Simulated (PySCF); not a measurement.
## Shieldings and the share of exact exchange

Molecule: SMILES C=C(F)OBC, C3H6BFO.

Mapped SMILES: `[CH2:1]=[C:2]([F:3])[O:4][BH:5][CH3:6]`; H(Xn) means a hydrogen on atom n. Ha(C1) is cis to F3; Hb(C1) is trans to F3.

GIAO shieldings (ppm, equivalent atoms averaged) in PySCF 2.14 on the PBE0-D3(BJ)/def2-SVP geometry, basis pcSseg-2, gas phase, non-relativistic:

```tsv
functional	exact exchange (%)	σ(C6)	σ(F3)	σ(O4)	σ(B5)
BLYP	0	167.4	244.0	57.3	42.4
BP86	0	171.3	243.3	59.7	45.1
PBE	0	171.5	241.7	57.5	44.0
B3LYP	20	171.7	260.8	74.3	46.2
PBE0	25	176.3	262.4	79.1	49.0
mPW1PW91	25	175.7	263.1	80.1	49.1
HF	100	184.1	311.4	136.5	65.2
```

**Question.** Fit each shielding as a line in the percentage of exact exchange.

**Answer.** σ(C6) = 170.6 + 0.14 x (rms 1.8 ppm); σ(F3) = 244.4 + 0.68 x (rms 1.7 ppm); σ(O4) = 58.8 + 0.78 x (rms 1.1 ppm); σ(B5) = 43.5 + 0.21 x (rms 1.0 ppm). The functionals also differ in their semilocal parts, which the line can't hold; Hartree–Fock has no correlation at all.

**Question.** What does the line predict for BHandHLYP (50 %), and what does the run give?

**Answer.** σ(C6): 177.6 predicted, 176.8 computed; σ(F3): 278.4 predicted, 282.5 computed; σ(O4): 97.8 predicted, 98.5 computed; σ(B5): 54.0 predicted, 52.6 computed ppm.
